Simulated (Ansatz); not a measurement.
`C[O][W]([F])(=[S])([Cl])[Cl]`. Total charge 0; spin multiplicity 1. W takes the def2 core potential. Geometry: relaxed with PBE0-D4/def2-TZVP. It is one conformer, not always the lowest.

```xyz
10

C     0.226   -1.629    0.690
O    -0.387   -0.634   -0.078
W    -0.321    1.145   -0.538
F    -1.730    1.441    0.651
S    -1.133    1.223   -2.472
Cl    0.242    3.320   -0.084
Cl    1.946    0.795   -0.821
H    -0.020   -1.495    1.747
H     1.310   -1.564    0.553
H    -0.133   -2.602    0.351
```

Task: What is the dipole moment at B3LYP/def2-TZVPP? (An estimate is asked.)

Result: The calculation gave: 3.31 D, with components (0.32, -3.16, 0.91) D in this frame, pointing from negative to positive charge.

Task: And with PBE, r2SCAN, ωB97M-V? (Estimate.)

Result: Ansatz gave: PBE 3.40 D, r2SCAN 3.47 D, ωB97M-V 3.24 D.

Task: Give the Mulliken charges with B3LYP, PBE, ωB97M-V in def2-TZVPP. (Estimate.)

Result: Ansatz gave: 
```tsv
atom	B3LYP	PBE	ωB97M-V
C1	-0.11	-0.12	-0.16
O2	-0.31	-0.23	-0.31
W3	0.91	0.73	0.81
F4	-0.29	-0.24	-0.28
S5	-0.10	-0.09	-0.05
Cl6	-0.21	-0.18	-0.18
Cl7	-0.25	-0.22	-0.22
H8	0.12	0.12	0.14
H9	0.11	0.11	0.13
H10	0.12	0.12	0.14
```

B3LYP here is the variant with VWN-RPA as its local correlation; programs differ in this.
